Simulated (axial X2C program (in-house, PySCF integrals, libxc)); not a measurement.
## Low determinants of CoIn at the PBE0 level, two-component

Computed with an axial X2C code built on PySCF integrals. Two-component (2c) means X2C with spin–orbit coupling and atomic mean-field two-electron Coulomb and Gaunt terms. Basis: In dyall-cv3z [11s12p9d4f1g], Co dyall-cv3z [9s10p6d3f2g] (cores contracted in-house); Gaussian nuclei, density fitting, unrestricted open shells. Masses: In 114.904 u, Co 58.933 u.

Search at 2.608 Å (vertical energies from the lowest determinant):

```
ΔE (eV)  state  electrons beyond evenly filled partner blocks  electrons in ±ω = 1/2, 3/2, 5/2, 7/2
   0.00  Ω = 3                               ω = 1/2, ω = 5/2                             49 22 5 0
   0.19  Ω = 4                               ω = 3/2, ω = 5/2                             50 21 5 0
   0.38  Ω = 2                               ω = 1/2, ω = 3/2                             49 21 6 0
   0.43  Ω = 2                              ω = -1/2, ω = 5/2                             49 22 5 0
   0.51  Ω = 1                              ω = -1/2, ω = 3/2                             49 21 6 0
   0.64  Ω = 1                              ω = -3/2, ω = 5/2                             50 21 5 0
   1.17  Ω = 5                  2 × ω = 1/2, ω = 3/2, ω = 5/2                             48 23 5 0
```

Lowest determinant, Ω = 3 (⟨Sz⟩ = 1.00, ⟨Lz⟩ = 2.00 at PBE0): Re = 2.603 Å, ωe = 184.2 cm⁻¹.

The determinant in row 2 of the search, Ω = 4 (⟨Sz⟩ = 1.00, ⟨Lz⟩ = 3.00 at PBE0), was followed along the bond at PBE0; measured from the minimum of the lowest determinant it gives:

Te = 0.192 eV (1551 cm⁻¹), Re = 2.623 Å, ωe = 183.0 cm⁻¹.

(1) Compare the bond of the determinant in row 2 with that of the lowest one.

The search compares states at one distance, so a state with another bond length can lie lower; it is not exhaustive and yields mostly the lowest determinant of each block pattern, so other components and higher states of one pattern are missing. These are energies of single determinants, not of spin-adapted states; PBE0 term energies can be off by some tenths of an eV, and the functional has no current term. Open-shell Ω = 0 determinants with evenly filled partner blocks cannot be reached by this program, so the Ω shown need not be the lowest component. The lowest determinant need not be the ground state where others lie within half an eV.

## Answers

(1) At PBE0 its Re is 0.020 Å longer and its force constant, which goes as ωe², is 0.99 times that of the lowest determinant. T0 ≈ Te + Δωe/2 = 1551 + (-1) = 1550 cm⁻¹.
